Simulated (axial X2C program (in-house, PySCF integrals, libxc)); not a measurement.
# IBr: from the spin-free to the two-component result

All values were computed with an in-house all-electron X2C program for linear molecules (integrals from PySCF). Spin-free means the one-electron spin-free X2C Hamiltonian; two-component (2c) means X2C with spin–orbit coupling and atomic mean-field two-electron Coulomb and Gaunt terms, so the difference of the two also holds small scalar two-electron terms. Basis: I dyall-cv3z [11s12p8d4f1g], Br dyall-cv3z [8s9p6d4f1g] (cores contracted in-house); Gaussian nuclei, density fitting, unrestricted open shells. Masses: I 126.904 u, Br 78.918 u.

Spin-free state: M_S = 0, Λ = 0 (closed shell); fragments I + Br.

```tsv
level	Re (Å)	ωe (cm⁻¹)	De (eV)	μ (D)
PBE0	2.462	281.1	2.192	-0.62
HF	2.461	294.0	0.694	-0.77
MP2	2.468	283.1	2.082	n/a
CCSD	2.483	273.7	1.849	n/a
CCSD(T)	2.491	267.4	1.968	n/a
B97-3	2.475	276.5	2.069	-0.68
```

Correlated methods: 14 electrons correlated (number of frozen shells: I 4 s, 3 p, 2 d; Br 3 s, 2 p, 1 d), 260 virtual spin orbitals or spinors in MP2, 90 natural virtuals in coupled cluster.

Dipoles are positive if Br is the positive end.

Two-component determinant lowest at the distance of the search:

Ω = 0 (closed shell); fragments I + Br.

```json
{"level": "PBE0", "Re (Å)": "2.474", "ωe (cm⁻¹)": "272.7", "De (eV)": "1.874", "μ (D)": "-0.74"}
{"level": "HF", "Re (Å)": "2.471", "ωe (cm⁻¹)": "287.1", "De (eV)": "0.273", "μ (D)": "-0.90"}
{"level": "MP2", "Re (Å)": "2.477", "ωe (cm⁻¹)": "276.5", "De (eV)": "1.704", "μ (D)": "n/a"}
{"level": "CCSD", "Re (Å)": "2.494", "ωe (cm⁻¹)": "266.7", "De (eV)": "1.461", "μ (D)": "n/a"}
{"level": "CCSD(T)", "Re (Å)": "2.501", "ωe (cm⁻¹)": "260.1", "De (eV)": "1.585", "μ (D)": "n/a"}
{"level": "B97-3", "Re (Å)": "2.487", "ωe (cm⁻¹)": "268.1", "De (eV)": "1.717", "μ (D)": "-0.81"}
```

(1) From the two tables, how do the constants change at the CCSD(T) level (2c against spin-free)?

The state is a single determinant with fixed occupations, the lowest that a limited PBE0 search found. The closed shell is kept restricted, so the energy runs too high when the bond is stretched far. De is counted from the lowest determinant-based energies of the atoms at the same level, without counterpoise correction. CCSD and (T) use frozen natural virtuals with an MP2 correction for the truncation; (T) itself is uncorrected, so its De runs slightly low. The functionals have no current-density term, which raises determinants with orbital currents, atoms included.

Answers

(1) At the CCSD(T) level Re rises by 0.010 Å and ωe drops by 7.3 cm⁻¹; De changes by -0.383 eV.
